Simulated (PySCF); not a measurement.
**Computed NMR parameters against published values**

Geometry:
| atom | x (Å) | y (Å) | z (Å) |
| --- | --- | --- | --- |
| C1 | -2.896 | 0.378 | -0.091 |
| C2 | -1.428 | 0.093 | -0.397 |
| C3 | -0.570 | 1.337 | -0.168 |
| C4 | 0.899 | 1.053 | -0.468 |
| C5 | 1.427 | -0.091 | 0.397 |
| C6 | 2.895 | -0.377 | 0.091 |
| C7 | 0.568 | -1.335 | 0.169 |
| C8 | -0.901 | -1.052 | 0.469 |
| H9 | -3.017 | 0.672 | 0.950 |
| H10 | -3.269 | 1.184 | -0.719 |
| H11 | -3.503 | -0.506 | -0.269 |
| H12 | -1.341 | -0.200 | -1.449 |
| H13 | -0.672 | 1.656 | 0.872 |
| H14 | -0.924 | 2.152 | -0.803 |
| H15 | 1.492 | 1.954 | -0.291 |
| H16 | 1.009 | 0.785 | -1.522 |
| H17 | 1.341 | 0.201 | 1.450 |
| H18 | 3.016 | -0.672 | -0.949 |
| H19 | 3.502 | 0.508 | 0.268 |
| H20 | 3.268 | -1.182 | 0.720 |
| H21 | 0.670 | -1.654 | -0.872 |
| H22 | 0.923 | -2.151 | 0.803 |
| H23 | -1.010 | -0.783 | 1.523 |
| H24 | -1.494 | -1.952 | 0.292 |

- PBE0/pcSseg-1 with gauge-including orbitals
- geometry from GFN2-xTB
- code: PySCF 2.14
- one averaged value for each set of equivalent atoms, one conformer, in vacuum, no relativistic terms

Reference values: measured (solution, not stated in the table (CDCl3 in this author's series); The use of chemical shift calculations in the conformational analysis of substituted benzenes, New J. Chem. 2019 (ESI)).
```tsv
atoms	quantity	reference	computed	computed, scaled
H12/H17	δ ¹H	1.26	1.09	1.12
H9/H10/H11/H18/H19/H20	δ ¹H	0.86	0.96	0.99
```

Computed shifts are σ(ref) − σ with the named reference compound (TMS for H and C) calculated as an isolated molecule at the same level. The measured values may be among those fitted. Shieldings were converted by linear fits to measured shifts (mostly CDCl3, TMS scale, for H and C): ¹H: δ = 30.01 − 0.943σ (rms 0.17 ppm, 504 shifts, 0.18 ppm with the 4 outliers that the fit left out). A few per cent of atoms miss by over 2 rms, more outside the fitted compound classes.

How far are the unscaled ¹H shifts from the references?

## Answers

Mean signed difference -0.03 ppm, mean absolute 0.13 ppm over 2 comparisons; the largest is -0.17 ppm at H12/H17 (hydrogen on an sp3 CH in a ring).

2 of the 4 published NMR values on file for this molecule are compared.
